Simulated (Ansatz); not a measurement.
Single points on [MnCl4]- (MnCl₄⁻).

```yaml
crystal:
  periodic: [false, false, false]
  atoms:
    - {symbol: Mn, position_ang: [-0.000013, -0.000008, 0.000003]}
    - {symbol: Cl, position_ang: [0.256650, -0.436719, 2.188759]}
    - {symbol: Cl, position_ang: [2.145742, 0.433059, -0.505365]}
    - {symbol: Cl, position_ang: [-0.959942, 1.651580, -1.182377]}
    - {symbol: Cl, position_ang: [-1.442427, -1.647922, -0.501031]}
basis:
  gaussian: {orbitals: def2-SVPD, initial_orbitals: start.molden}
total_charge: -1
magnetization: {spin_polarized: true, initial_magnetization: 4}
hamiltonian: {xc: {text: "exchange = 0.85*pbe_x + 0.15*exact_x\ncorrelation = pbe_c"}}
scf: {omitted_lower_state_checks: [starts]}
output: {orbitals: {seedname: orbitals}}
```

The file start.molden holds the orbitals of an earlier run on this structure, at another level or in another basis.

```sh
$ ansatz run in.yaml --threads 4 --pin off --events-out ev --progress --plain --max-ram 8704MiB
```

Output, abridged:

```
Functional definition: unnamed
1350 factors; integrals over basis functions are off by at most 4.6e-4 eV
mean field evaluation 1: about -81376.4287 eV, gradient 6.4e0 eV
mean field evaluation 2: about -81376.6084 eV, gradient 2.6e-1 eV
mean field evaluation 4: about -81376.6701 eV, gradient 7.6e-4 eV
mean field -81376.67007720 eV, -2990.5374662492 hartree, gradient 2.2e-5 eV, S^2 6.111368; 0 other end points of the search recorded, 0 dependent functions left out
reference -81376.67011638 eV, -2990.5374676888 hartree; 49, 45 occupied and 93, 97 virtual orbitals, 1350 factors
Total energy: -81376.67011638 eV, -2990.5374676888 hartree
Checks for a lower state left out: starts
```

It took 6 s on 4 threads of Arm Neoverse V1 on a shared host, peak host memory 0.61 GiB.

The first input with `hamiltonian: {xc: {text: "exchange = 0.90*pbe_x + 0.10*exact_x\ncorrelation = pbe_c"}}` (abridged; 6 s):

```
Functional definition: unnamed
mean field -81375.82110680 eV, -2990.5062671622 hartree, gradient 1.7e-5 eV, S^2 6.096312
Total energy: -81375.82114787 eV, -2990.5062686715 hartree
Checks for a lower state left out: starts
```

As the first input, with `gaussian: {orbitals: def2-TZVPD, initial_orbitals: start.molden}`, `hamiltonian: {xc: pbe, dispersion: d4}` (abridged; 6.5 s):

```
Functional definition: PBE
mean field -81394.93600459 eV, -2991.2087266994 hartree, gradient 8.0e-5 eV, S^2 6.068933
Total energy: -81395.17724769 eV, -2991.2175922199 hartree
Checks for a lower state left out: starts
```

First input, but with `hamiltonian: {xc: {text: "exchange = 0.60*pbe_x + 0.40*exact_x\ncorrelation = pbe_c"}}` (abridged; 5.5 s):

```
Functional definition: unnamed
mean field -81381.23476009 eV, -2990.7052152512 hartree, gradient 3.6e-5 eV, S^2 6.194461
Total energy: -81381.23478907 eV, -2990.7052163163 hartree
Checks for a lower state left out: starts
```

First input, but with `gaussian: {orbitals: 6-31G, initial_orbitals: start.molden}`, `hamiltonian: {xc: hf}` (abridged; 1.3 s):

```
Functional definition: HF
mean field -81303.22871822 eV, -2987.8385460867 hartree, gradient 2.1e-5 eV, S^2 6.437980
Total energy: -81303.22871822 eV, -2987.8385460867 hartree
Checks for a lower state left out: starts
```

As the first input, with `correlation: {method: ccsd_t}`, `scf: {omitted_lower_state_checks: [starts, cluster_reference]}` and without the key `hamiltonian` (abridged; 1.8 min):

```
Functional definition: HF
mean field -81290.86866133 eV, -2987.3843223743 hartree, gradient 3.2e-6 eV, S^2 6.285415
25 core orbitals not correlated: weight in the atoms' cores, before any rotation towards them, 1.000 or more for the frozen orbitals, at most 0.000 for the correlated occupied ones
second order -24.03555035 eV of doubles, -0.00000000 eV of singles
cycle   1  -24.69148541 eV  change   -6.6e-1 eV  update   1.4e-1
cycle   2  -25.23196091 eV  change   -5.4e-1 eV  update   5.3e-2
cycle   3  -25.45055024 eV  change   -2.2e-1 eV  update   4.3e-2
cycle   4  -25.49529822 eV  change   -4.5e-2 eV  update   2.0e-2
cycle   5  -25.50064987 eV  change   -5.4e-3 eV  update   1.1e-2
cycle   6  -25.51057350 eV  change   -9.9e-3 eV  update   4.3e-3
cycle   7  -25.51454934 eV  change   -4.0e-3 eV  update   2.2e-3
cycle   8  -25.51568001 eV  change   -1.1e-3 eV  update   1.0e-3
cycle   9  -25.51547155 eV  change    2.1e-4 eV  update   4.0e-4
cycle  10  -25.51513127 eV  change    3.4e-4 eV  update   2.0e-4
cycle  11  -25.51523582 eV  change   -1.0e-4 eV  update   1.1e-4
cycle  12  -25.51536093 eV  change   -1.3e-4 eV  update   6.0e-5
cycle  13  -25.51538523 eV  change   -2.4e-5 eV  update   2.7e-5
perturbative correction -0.92087255 eV, -0.0338414419 hartree
Total energy: -81317.30491911 eV, -2988.3558369283 hartree
Checks for a lower state left out: starts, cluster_reference
```

The first input with `hamiltonian: {xc: pbe, dispersion: d4}` (abridged; 3.7 s):

```
Functional definition: PBE
mean field -81374.19825901 eV, -2990.4466286058 hartree, gradient 1.4e-5 eV, S^2 6.070282
Total energy: -81374.43948203 eV, -2990.4554933885 hartree
Checks for a lower state left out: starts
```

Geometry: PBE-D4/def2-SVPD.

The 6-31G sets use Cartesian d functions. Correlated methods freeze 25 core orbitals; core or outer-core shells of Mn are correlated, in sets that lack core-valence functions. At PBE with 40 % exact exchange/def2-SVPD, HF/6-31G, CCSD(T)/def2-SVPD the charge -1 quintet is spin-contaminated (final ⟨S²⟩ up to 6.44, 6.00 for a pure state).
